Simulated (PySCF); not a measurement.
[GeF5]- (charge -1).
Geometry (PBE0-D3(BJ)/def2-SVP, Å), atoms numbered from 1 in this order:
```xyz
6
GeF5 angstrom
Ge     0.0101   -0.0166   -0.0111
F      0.0104   -0.0147    1.7637
F      0.0138   -0.0168   -1.7856
F      1.7627   -0.0118   -0.0104
F     -0.8692    1.4990   -0.0118
F     -0.8646   -1.5351   -0.0140
```

Method used: PBE0-D3(BJ)/def2-SVP geometry optimisation, gas phase (PySCF 2.14.0).

Take the most abundant isotopes and a rigid rotor. 

Task: Give the principal moments of inertia and the rotational constants in GHz.

Result: Ia = 175.02, Ib = 207.08, Ic = 207.28 u·Å²; 505379 MHz·u·Å²/I gives 2887, 2441 and 2438 MHz, that is A = 2.8875, B = 2.4405, C = 2.4382 GHz.

Task: What kind of rotor is it?

Result: A prolate symmetric top, as the point group D3h requires two equal moments; the computed ones differ by 0.10 % because the geometry is symmetric only within the optimiser's tolerance: κ = (2 × 2441 − 2887 − 2438)/(2887 − 2438) = -0.99.

The point group D3h allows no dipole (computed: 0.01 D (about the centre of mass, as the species is charged)), so a rigid rotor has no electric-dipole lines.

PBE0-D3(BJ)/def2-SVP frequencies: not computed here. The geometry's basis has no diffuse functions, a weakness for an anion. Constants of a rigid frame at the computed geometry: no zero-point averaging, no centrifugal distortion.

The run took 24 s wall on one thread, AMD EPYC 7B13 (x86_64), no GPU, shared host with 128 logical CPUs at a one-minute load of 23, and the process peaked at 0.41 GiB of memory. These figures are those of the optimisation.
